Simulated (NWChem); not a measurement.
**Total energies of HSi**

```xyz
2

Si     0.0000     0.0000     0.1027
H      0.0000     0.0000    -1.4375
```
Charge 0, spin multiplicity 2.

Everything below was run with NWChem. Structure: optimised with UPBE0/def2-SVP, a minimum by its harmonic frequencies.

Basis set: 6-31G* (20 functions).

```csv
method,total energy (Ha)
UHF,-289.40886
UMP2,-289.46139
UB2PLYP,-289.83383
UPBE,-289.81020
UB3LYP,-289.98680
UCAM-B3LYP,-289.96733
```

Total energies of different functionals aren't comparable as a measure of quality: only differences taken within one method are. 

The correlated methods keep 5 core orbitals frozen. B3LYP has NWChem's definition, with VWN1-RPA local correlation. The Pople sets run with spherical d functions. This spin state was chosen for the runs; another may lie lower. The structure started from a generated list of species. The unpaired electrons of the parent sit in orbitals of symmetry b2 (C2v labels of the run); other states weren't searched. The stability of the SCF solutions was not checked. Open-shell Hartree-Fock references start from PBE0 orbitals.
